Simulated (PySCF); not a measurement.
## How methods differ on the ionisation energy of Pd⁴²⁺

Pd⁴²⁺ [He] 2s2 (1S) → Pd⁴³⁺ [He] 2s1 (2S), as a difference of total energies. All numbers are calculated (PySCF 2.14, scalar relativity by spin-free X2C-1e, in an uncontracted even-tempered set (19 s from 19 bohr⁻², ratio 2.2; 8 p from 29 bohr⁻², ratio 2.4; 5 d from 87 bohr⁻², ratio 2.4; 5 f from 130 bohr⁻², ratio 2.4; 4 g from 200 bohr⁻², ratio 2.4)). Correlated levels: nothing frozen; virtual orbitals above 40 to 60 times the deepest correlated orbital energy dropped. The calculations carry no spin-orbit coupling.

```
                 method  ionisation energy (eV)
                    UHF                  6757.3
                    LDA                  6753.6
                    PBE                  6762.5
                   PBE0                  6761.6
                 r2SCAN                  6756.0
                    M06                  6756.2
                  TPSSh                  6761.5
    MP2 (all electrons)                  6763.2
SCS-MP2 (all electrons)                  6764.3
```

Task: How much does correlation contribute at MP2 (all electrons)?

Result: 6763.2 − (6757.3) = 5.9 eV, measured against UHF.

For this ion Breit and QED terms and the two-electron picture change, all absent here, outweigh the differences among the correlated methods.

For comparison: 6759 ± 6 eV (semi-empirical (NIST evaluation); NIST Atomic Spectra Database, ionization energies).
